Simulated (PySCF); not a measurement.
Vibration and rotation of AsN

PBE0 constants of AsN, ¹Σ⁺ (singlet), closed shell (As cc-pVTZ-PP with ECP10, N cc-pVTZ; scalar-relativistic core potentials (PySCF 2.14); masses 74.9216 and 14.0031 u):

| Quantity | Value |
| --- | --- |
| ωe | 1166.7 cm⁻¹ |
| ωexe | 4.2 cm⁻¹ |
| Be | 0.55736 cm⁻¹ |
| αe | 0.00298 cm⁻¹ |
| D (centrifugal) | 5.09e-07 cm⁻¹ |
| De to As + N | 4.57 eV |

Task: Give the band origin of the fundamental and the first lines of its P and R branches.

Result: ν0 = ωe − 2ωexe = 1158.3 cm⁻¹, B0 = 0.55587, B1 = 0.55289 cm⁻¹.

```tsv
J″	P(J″) − ν0	R(J″) − ν0
0		1.106
1	-1.112	2.206
2	-2.229	3.299
3	-3.353	4.387
4	-4.483	5.469
5	-5.618	6.545
6	-6.759	7.615
```

Task: Near which J would the R branch turn back, without centrifugal distortion?

Result: At J ≈ (B0 + B1)/(2(B0 − B1)) − 1 ≈ 190.
